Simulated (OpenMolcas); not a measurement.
Cu³⁺: the spin-orbit constant, Racah parameters, worked from levels

- Program: OpenMolcas 26.06
- Basis: ANO-RCC-VDZP [5s4p2d1f]
- Scalar Hamiltonian: DKH2, point nucleus
- Active space: 8 electrons in 5 orbitals (3d)
- State averaging: 2S+1 = 3 even, 10 roots; 2S+1 = 1 even, 15 roots (14 in the spin-orbit step)
- Spin-orbit coupling: state interaction with AMFI integrals over the reference wave functions, term energies averaged over their components

Methods: CASSCF; SS-CASPT2, IPEA 0.25 Eh, imaginary shift 0.1 Eh (closed shells correlated: 3s 3p). Measured levels: Sugar and Musgrove, J. Phys. Chem. Ref. Data 19, 527 (1990).

**The spin-orbit constant.** For the Hund term 3F of d8, E(J) = (A/2) J(J+1) + constant and ζ = -2S·A = -2A. From J = 2 to J = 4 the energy changes by 7 A.

```tsv
Source	E(4) - E(2)	A	ζ
CASSCF	-3220.2	-460.0	920
SS-CASPT2	-3188.8	-455.5	911
measured	-3077.6	-439.7	879
```

All in cm-1. SS-CASPT2 is off by +3.6 % and CASSCF by +4.6 %. Both methods take the spin-orbit matrix elements from the reference wave functions, so the second can move ζ only through the term energies and any multistate remixing. Second-order mixing with other terms is absorbed into this ζ.

**Racah parameters.** Above 3F, d8 has 3P at 15B, 1G at 12B + 2C and 1D at 5B + 2C. The first two fix B and C, and the third tests them; where it misses by thousands of cm-1, two parameters do not describe the configuration (Trees and configuration-interaction terms are left out) and B and C hang on the terms chosen. Term energies are centres of gravity, weighted by 2J + 1.

```
   Source     3P     1G     B     C   C/B  1D from B, C  1D found
   CASSCF  22350  28528  1490  5324  3.57         18098     17876
SS-CASPT2  19818  26653  1321  5399  4.09         17403     14678
 measured  18557  25560  1237  5357  4.33         16899     14895
```

Energies in cm-1. From CASSCF to SS-CASPT2, B changes by -11.3 % and C by +1.4 %. Against the measured terms, SS-CASPT2 has B off by +6.8 % and C by +0.8 %.

CASPT2 does not keep the components of a term degenerate, so their means are used; among the terms shown or strongly mixed into the levels shown the widest spread is 950 cm-1 (3d8 3F, SS-CASPT2). Some high roots are left out of the spin-orbit mixing, which shifts the levels that they would mix with. The basis is small and was not contracted for so high a charge. Without dynamic correlation excited terms often stand tens of per cent too high (terms of higher spin than the ground term too low), and those without a measured partner can miss by more than the paired ones (holds for CASSCF). Some levels mix across a computed gap that differs much from the measured one, so their mixing is not that of the real levels (holds for SS-CASPT2). Measured partners are found by configuration, term and J. A level has none where our copy of the source lacks it or the pairing is in doubt (some pairs that miss far off the trend of their configuration count as doubtful), and it then counts in no deviation. Levels of configurations outside the active space are missing.
